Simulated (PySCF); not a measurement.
Harmonic spectrum computed at PBE0 in the def2-SVP basis family (core potentials from Rb on, PySCF, no spin–orbit coupling):

```tsv
symmetry	ω (cm⁻¹)	IR (km/mol, summed over degenerate members)
π	64	69.0
σ+	246	15.4
σ+	909	63.4
```

Problem. Which molecule gave it? In each, all ligands are bound to the one heavy central atom.
A. IrOI (triplet)
B. CoOI (quintet)
C. FeOI (sextet)
D. RuOI (quartet)

Solution. C. It has C∞v symmetry with Fe–I 2.501 Å, Fe–O 1.624 Å.
